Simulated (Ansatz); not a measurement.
Ansatz (a program for electronic structure) input (CCSD(T)/def2-TZVPP):

Ansatz 0.2 input:
```yaml
crystal:
  periodic: [false, false, false]
  atoms:
    - {symbol: Sb, position_ang: [0.73895523, 0.42056291, 0.25356927]}
    - {symbol: Br, position_ang: [-0.88858656, 1.06228439, -1.43424961]}
    - {symbol: Br, position_ang: [-0.18817678, -1.67510462, 1.06476296]}
basis:
  gaussian:
    orbitals: def2-TZVPP
total_charge: 1
magnetization: {spin_polarized: false}
correlation: {method: ccsd_t, electrons: outside_noble_gas}
```

Output:

```
Functional definition: HF
integrals: 0.32 GiB planned
1119 factors; integrals over basis functions are off by at most 5.7e-4 eV
mean field: 0.94 GiB planned
mean field evaluation 1: about -146500.3489 eV, gradient 2.7e1 eV
mean field evaluation 2: about -146500.5410 eV, gradient 2.7e1 eV
mean field evaluation 4: about -146503.0328 eV, gradient 2.3e0 eV
mean field evaluation 8: about -146503.0842 eV, gradient 3.1e-1 eV
mean field evaluation 16: about -146503.0856 eV, gradient 1.8e-6 eV
mean field -146503.08556134 eV, -5383.8890910213 hartree, gradient 1.8e-6 eV, S^2 0.000000; 0 other end points of the search recorded, 0 dependent functions left out
37 core orbitals not correlated
reference -146503.08556134 eV, -5383.8890910213 hartree; 9, 9 occupied and 100, 100 virtual orbitals, 1119 factors
second order -11.23197035 eV of doubles, -0.00000000 eV of singles
coupled cluster: 0.45 GiB planned
cycle   1  -11.74111382 eV  change   -5.1e-1 eV  update   1.0e-1
cycle   2  -12.03001938 eV  change   -2.9e-1 eV  update   3.4e-2
cycle   3  -12.12884958 eV  change   -9.9e-2 eV  update   2.4e-2
cycle   4  -12.11589983 eV  change    1.3e-2 eV  update   8.7e-3
cycle   5  -12.11281549 eV  change    3.1e-3 eV  update   3.9e-3
cycle   6  -12.11380407 eV  change   -9.9e-4 eV  update   1.2e-3
cycle   7  -12.11378194 eV  change    2.2e-5 eV  update   3.9e-4
cycle   8  -12.11384567 eV  change   -6.4e-5 eV  update   1.1e-4
cycle   9  -12.11385101 eV  change   -5.3e-6 eV  update   3.6e-5
cycle  10  -12.11383216 eV  change    1.9e-5 eV  update   1.3e-5
perturbative correction -0.62405974 eV, -0.0229337723 hartree
Total energy: -146515.82345324 eV, -5384.3571999146 hartree
```

It need not be the lowest isomer of its formula.
